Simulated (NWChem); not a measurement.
Molecule: ethylmethylamine (C₃H₉N); SMILES N(C)CC

```xyz
13

C      0.1620     1.8893    -0.0297
C     -0.4962     0.5243     0.0256
N      0.4776    -0.5374    -0.0713
C     -0.0825    -1.8628    -0.0129
H      0.7562     1.9940    -0.9499
H     -0.5869     2.6947    -0.0012
H      0.8404     2.0394     0.8267
H     -1.1267     0.4512     0.9433
H     -1.1981     0.4201    -0.8217
H      1.1832    -0.4222     0.6531
H      0.7195    -2.6159    -0.0473
H     -0.7276    -2.0373    -0.8906
H     -0.7028    -2.0668     0.8890
```
Atoms are numbered in this order, from 1.

Computed with NWChem. Medium grid unless said otherwise, to which SCAN and Minnesota functionals are sensitive. Structure relaxed at the PBE0/def2-SVP level. B3LYP is NWChem's, with the RPA form of VWN correlation. Total energies of different functionals are on different scales.

| level | energy (Ha) | highest occupied level (eV) | orbital gap (eV) | dipole (D) |
|---|---|---|---|---|
| PBE/def2-TZVP | -174.2994 | -4.93 | 5.32 | 0.79 |
| B3LYP/def2-TZVP | -174.5521 | -6.13 | 7.00 | 0.84 |
| Hartree-Fock/def2-TZVP | -173.3437 | -9.91 | 13.66 | 0.95 |
| BLYP/def2-TZVP | -174.4449 | -4.85 | 5.22 | 0.79 |
| LDA (Slater exchange, VWN5)/def2-TZVP | -172.9491 | -5.01 | 5.24 | 0.83 |
| r2SCAN/def2-TZVP | -174.4299 | [?] | [?] | 0.82 |

Problem. Fill in the missing entries.

Solution. 
- r2SCAN/def2-TZVP, highest occupied level (eV): -5.19
- r2SCAN/def2-TZVP, orbital gap (eV): 6.33
